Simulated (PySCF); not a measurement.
WF3, SMILES [F][W]([F])[F] (connectivity only; charge and spin as stated), neutral, multiplicity 4.

Coordinates come from a B3LYP-D3(BJ)/def2-TZVP optimisation. The spin state was assumed, not searched. The def2 effective core potentials stand for the cores of W; spin–orbit coupling is left out.

Method: TDA-PBE/def2-SVPD run with PySCF.

Vertical excitations; the highest root listed may be one member of a degenerate set. Isolated molecule, no solvent.

**Question.** List the lowest excited states. (An estimate is asked for; the answer gives what the named calculation found.)

**Answer.** 
```
state    energy (eV)  λ (nm)      f                                     main pairs
-------  -----------  ------  -----  ---------------------------------------------
root 1          2.20     565  0.002         α HOMO−1→LUMO+1 50 %, α HOMO→LUMO 50 %
root 2          2.23     556  0.000         α HOMO→LUMO+1 50 %, α HOMO−1→LUMO 50 %
root 3          2.54     489  0.000  α HOMO→LUMO, α HOMO−1→LUMO+1 (degenerate set)
root 4          2.54     489  0.000  α HOMO−1→LUMO, α HOMO→LUMO+1 (degenerate set)
root 5          3.68     337  0.004                 α HOMO−2→LUMO (degenerate set)
root 6          3.68     337  0.004               α HOMO−2→LUMO+1 (degenerate set)
root 7          3.72     333  0.000               α HOMO−1→LUMO+2 (degenerate set)
root 8          3.73     333  0.000                 α HOMO→LUMO+2 (degenerate set)
root 9          4.12     301  0.014               α HOMO−1→LUMO+3 (degenerate set)
root 10         4.12     301  0.014                 α HOMO→LUMO+3 (degenerate set)
```
Unrestricted roots are not spin-pure.
